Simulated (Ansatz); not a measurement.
Harmonic frequencies (cm⁻¹) at PBE0-D4/def2-TZVP from Ansatz: 77, 88, 98, 207, 242, 330, 375, 383, 672, 700, 2707, 2709.

Each molecule was computed in one conformer, which needn't be the lowest.

Which molecule is it?
A. `[SH][In]([SH])[Cl]`
B. `[NH2][In]([F])[Br]`
C. `[Cl][InH][Cl]`
D. `[OH][InH][Cl]`

A.
